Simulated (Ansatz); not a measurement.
**How methods differ on C2H4ClSi (SMILES C=C[SiH]Cl)**

C2H4ClSi: 8 atoms, total charge 0, spin state doublet. As SMILES, `C=C[SiH]Cl`. Geometry: optimised at B3LYP/def2-SVP.

```csv
atom,x (Å),y (Å),z (Å)
C,0.6609,1.0501,-0.6639
C,0.6159,-0.0624,0.0920
Si,-0.9238,-0.6470,0.9513
Cl,-1.0201,-2.7349,0.9893
H,-0.2342,1.6457,-0.8792
H,1.5954,1.4121,-1.1073
H,1.5476,-0.6121,0.2794
H,-2.1493,-0.1087,0.2824
```

Each level gives the adiabatic electron affinity (to the singlet anion, shapes relaxed at B3LYP/def2-SVP, no zero-point term) (eV). The values are calculated.

The electron affinity is E(neutral) − E(anion): positive where the electron is bound.

```csv
level,kind,program,value (eV),less CCSD(T)/def2-SVP,CPU time (all runs)
UHF/def2-SVP,Hartree–Fock,Ansatz,0.41,-0.75,3.3 s
USVWN5/def2-SVP,LDA,Ansatz,1.47,+0.31,2.7 s
UBLYP/def2-SVP,GGA,Ansatz,1.29,+0.13,5.2 s
UPBE/def2-SVP,GGA,Ansatz,1.38,+0.22,5 s
U-r2SCAN/def2-SVP,meta-GGA,Ansatz,1.35,+0.19,12 s
UB3LYP/def2-SVP,global hybrid,Ansatz,1.45,+0.29,7 s
UCAM-B3LYP/def2-SVP,range-separated hybrid,Ansatz,1.41,+0.25,8.2 s
UB2PLYP/def2-SVP,double hybrid,Ansatz,1.28,+0.12,9.2 s
UCCSD(T)/def2-SVP,coupled cluster or CI,Ansatz,1.16,0.00,25 s
```

Differences are taken from UCCSD(T)/def2-SVP for orientation; it has basis-set and higher-order errors of its own. Sets without diffuse functions describe the anion poorly, and affinities from them come out too low, at high levels too. The values span 0.41 to 1.47 eV. Spin contamination of the reference (⟨S²⟩ at least 0.1 too high) touches UHF/def2-SVP, UCCSD(T)/def2-SVP (up to 0.15 too high). Times are those of the runs behind each value, whatever else they computed, on shared processors of several kinds: orders of magnitude only.
